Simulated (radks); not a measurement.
Problem. The mean radii <r> (bohr) of the occupied orbitals of an atom or ion are listed with their occupations. All-electron calculation, non-relativistic Kohn-Sham, PBE, spin-polarised, spherical densities, point nucleus. Program: a radial shooting solver on a logarithmic mesh with Libxc functionals.

orbital  occ.      <r>
1s          2  0.01967
2s          2  0.08208
2p          6  0.06937
3s          2   0.1948
3p          6   0.1840

Name the element and its charge. Open shells, if any, are filled with parallel spins first.

Solution. Z = 77, iridium, charge +59: Ir59+ in [Ar]. The 1s radius gives Z: for a bare nucleus <r> = 1.5/Z, 0.01948 bohr for Z = 77, and screening makes it slightly larger (0.01967 here). The occupations add up to 18, and the charge is Z minus that.
